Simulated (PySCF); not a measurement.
**Gas-phase thermal properties of GeS**

Computed with PySCF (xtb for GFN2) and rigid-rotor harmonic-oscillator thermochemistry at 1 bar. 6-31G* has spherical d functions here. All species are closed-shell singlets. B3LYP is the form with VWN-RPA correlation. Ge: all electrons, no relativistic terms. The harmonic model lacks anharmonicity and excited electronic states, which grow with temperature; levels with a mode under 35 cm⁻¹ are left out.

```json
[
 {"level": "B3LYP/6-31G*", "point group": "C∞v", "σ": "1", "ZPE (kJ/mol)": "3.4", "S°298 (J/mol/K)": "235.8", "Cp298 (J/mol/K)": "33.7", "S°1000 (J/mol/K)": "279.1", "H1000 − H298 (kJ/mol)": "25.3"},
 {"level": "GFN2-xTB", "point group": "C∞v", "σ": "1", "ZPE (kJ/mol)": "3.6", "S°298 (J/mol/K)": "235.5", "Cp298 (J/mol/K)": "33.4", "S°1000 (J/mol/K)": "278.6", "H1000 − H298 (kJ/mol)": "25.2"},
 {"level": "HF/6-31G*", "point group": "C∞v", "σ": "1", "ZPE (kJ/mol)": "3.8", "S°298 (J/mol/K)": "235.0", "Cp298 (J/mol/K)": "33.1", "S°1000 (J/mol/K)": "278.0", "H1000 − H298 (kJ/mol)": "25.1"},
 {"level": "PBE/def2-SVP", "point group": "C∞v", "σ": "1", "ZPE (kJ/mol)": "3.4", "S°298 (J/mol/K)": "235.9", "Cp298 (J/mol/K)": "33.8", "S°1000 (J/mol/K)": "279.3", "H1000 − H298 (kJ/mol)": "25.4"},
 {"level": "PBE0/def2-TZVP", "point group": "C∞v", "σ": "1", "ZPE (kJ/mol)": "3.6", "S°298 (J/mol/K)": "235.4", "Cp298 (J/mol/K)": "33.5", "S°1000 (J/mol/K)": "278.6", "H1000 − H298 (kJ/mol)": "25.3"}
]
```
σ: rotational symmetry number. Electronic degeneracy used: 1. Frequencies are unscaled.
